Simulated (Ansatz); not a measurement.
`C[NH][Ga]([NH2])[F]` + HCl → `C[NH][Ga]([F])[Cl]` + NH₃ at 400 K and 1 bar (ligand exchange at a Ga–N bond).

Gas-phase electronic energies from Ansatz, PBE0-D4/def2-TZVP geometries. CCSD(T)/CBS adds triple-zeta CCSD(T) − MP2 to the extrapolated MP2 energy (def2 sets, frozen cores). This one scheme is used for every species. For Ga outer-core shells are correlated without core-valence functions, which leaves a few kJ/mol of doubt a bond. Scalar relativity is left out up to krypton. One conformer a species, not always the lowest.

```
              species  CCSD(T)/CBS energy (Eh)  H − E (kJ/mol)  S (J/(mol·K))
`C[NH][Ga]([NH2])[F]`              -2174.88459           251.2          414.1
                  HCl               -460.38127            29.6          195.4
 `C[NH][Ga]([F])[Cl]`              -2578.78710           184.9          400.8
                  NH₃                -56.50880           104.2          203.1
```

H − E and S are ideal-gas, rigid-rotor, harmonic terms from PBE0-D4/def2-TZVP, for one conformer and one mirror image of each species. 1 Eh = 2625.50 kJ/mol, R = 8.31446 J/(mol·K).

By hand: ΔE, ΔH, ΔS and ΔG.

ΔE = (-2578.78710) + (-56.50880) − (-2174.88459) − (-460.38127) = -0.03004 Eh = -78.9 kJ/mol. Δ(H − E) = 184.9 + 104.2 − 251.2 − 29.6 = 8.3, so ΔH = -70.6 kJ/mol. ΔS = 400.8 + 203.1 − 414.1 − 195.4 = -5.6 J/(mol·K). ΔG = -70.6 − 400 × (-5.6)/1000 = -68.4 kJ/mol.

By hand: the equilibrium constant, and the temperature at which ΔG would vanish if ΔH and ΔS stayed fixed.

log₁₀ K = −ΔG/(RT ln 10) = 8.9. ΔG = 0 at ΔH/ΔS = 12607 K, far beyond where these terms or the molecules hold.

The number of gas molecules stays the same, so ΔS is small and ΔH decides. A doubt of 5 kJ/mol in ΔE shifts log₁₀ K by 0.7 here. Other conformers and mirror images would add mixing entropy, several J/(mol·K) or more a flexible species. These are equilibria of isolated gas molecules and say nothing of rates. Largest T1 diagnostic: 0.013 (customary marks: 0.02 for closed shells, 0.045 for open ones).
